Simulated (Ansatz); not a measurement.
`FC(F)/C=C/I` + H₂ → `C=CC(F)F` + HI at 400 K and 1 bar (hydrogenolysis of a C–I bond).

Calculated with Ansatz (gas phase, PBE0-D4/def2-TZVP geometries, no zero-point term in ΔE). CBS: MP2 limit from def2 TZ/QZ plus the TZ coupled-cluster correction, frozen cores. This one scheme is used for every species. Elements past krypton have def2 core potentials. For I outer-core shells are correlated without core-valence functions, which leaves a few kJ/mol of doubt a bond. One conformer a species, not always the lowest.

| species | CCSD(T)/CBS energy (Eh) | H − E (kJ/mol) | S (J/(mol·K)) |
| --- | --- | --- | --- |
| `FC(F)/C=C/I` | -612.95453 | 176.1 | 384.7 |
| H₂ | -1.17544 | 38.0 | 139.0 |
| `C=CC(F)F` | -316.11853 | 197.3 | 327.9 |
| HI | -298.03592 | 25.7 | 215.0 |

H − E and S are ideal-gas, rigid-rotor, harmonic terms from PBE0-D4/def2-TZVP, for one conformer and one mirror image of each species. For small species the MP2-based limit differs from directly extrapolated CCSD(T) by up to some mEh (0.8 for H₂); such offsets cancel only in part. 1 Eh = 2625.50 kJ/mol, R = 8.31446 J/(mol·K).

**Question.** By hand: ΔE, ΔH, ΔS and ΔG.

**Answer.** ΔE = (-316.11853) + (-298.03592) − (-612.95453) − (-1.17544) = -0.02448 Eh = -64.3 kJ/mol. Δ(H − E) = 197.3 + 25.7 − 176.1 − 38.0 = 8.9, so ΔH = -55.4 kJ/mol. ΔS = 327.9 + 215.0 − 384.7 − 139.0 = 19.2 J/(mol·K). ΔG = -55.4 − 400 × (19.2)/1000 = -63.1 kJ/mol.

**Question.** By hand: the equilibrium constant, and the temperature at which ΔG would vanish if ΔH and ΔS stayed fixed.

**Answer.** log₁₀ K = −ΔG/(RT ln 10) = 8.2. ΔH and −TΔS have one sign here, so there is no such temperature.

ΔH outweighs TΔS. A doubt of 5 kJ/mol in ΔE shifts log₁₀ K by 0.7 here. Other conformers and mirror images would add mixing entropy, several J/(mol·K) or more a flexible species. These are equilibria of isolated gas molecules and say nothing of rates. Largest T1 diagnostic: 0.012 (customary marks: 0.02 for closed shells, 0.045 for open ones).
